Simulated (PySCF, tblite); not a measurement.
Isomers of [C4H7F3O2P]- (charge -1), one GFN2-xTB conformer each. Single-point energies are computed at PBE0/pcSseg-1 (PySCF, gas phase, no added dispersion term), electronic only.

Task: Rank them by PBE0/pcSseg-1 energy, lowest first (kcal/mol).
A. `[CH3:1][CH2:2][P@:3](=[O:4])([O-:5])[CH2:6][C:7]([F:8])([F:9])[F:10]` (charge -1) with C1–C2–P3–O4 -48°, C2–P3–C6–C7 60°
B. `[CH3:1][CH2:2][CH2:3][P@:4](=[O:5])([O-:6])[C:7]([F:8])([F:9])[F:10]` (charge -1) with C1–C2–C3–P4 180°, C2–C3–P4–O5 70°
C. `[CH3:1][P@:2](=[O:3])([O-:4])[CH2:5][CH2:6][C:7]([F:8])([F:9])[F:10]` (charge -1) with C1–P2–C5–C6 180°, P2–C5–C6–C7 180°

Result: C (0.0), A (2.1), B (8.4).

Neighbours under 5.0 kcal/mol apart (C[P@](=O)([O-])CCC(F)(F)F and CC[P@](=O)([O-])CC(F)(F)F) can change places with a better method, another conformer or zero-point energy. GFN2-xTB itself gives, in the same order: 5.0, 3.4, 0.0. GFN2-xTB puts CCC[P@](=O)([O-])C(F)(F)F lowest instead; measured from each level's own lowest isomer, the values differ by up to 8.4 kcal/mol (CCC[P@](=O)([O-])C(F)(F)F: 0.0 against 8.4).

Task: What happens when harmonic zero-point energies from GFN2-xTB frequencies are added?

Result: 
| SMILES | ZPE (kcal/mol) | electronic (kcal/mol) | with ZPE (kcal/mol) |
| --- | --- | --- | --- |
| C[P@](=O)([O-])CCC(F)(F)F | 70.7 | 0.0 | 0.0 |
| CC[P@](=O)([O-])CC(F)(F)F | 71.2 | 2.1 | 2.6 |
| CCC[P@](=O)([O-])C(F)(F)F | 71.7 | 8.4 | 9.4 |

The zero-point energies span 1.0 kcal/mol. The order is unchanged.
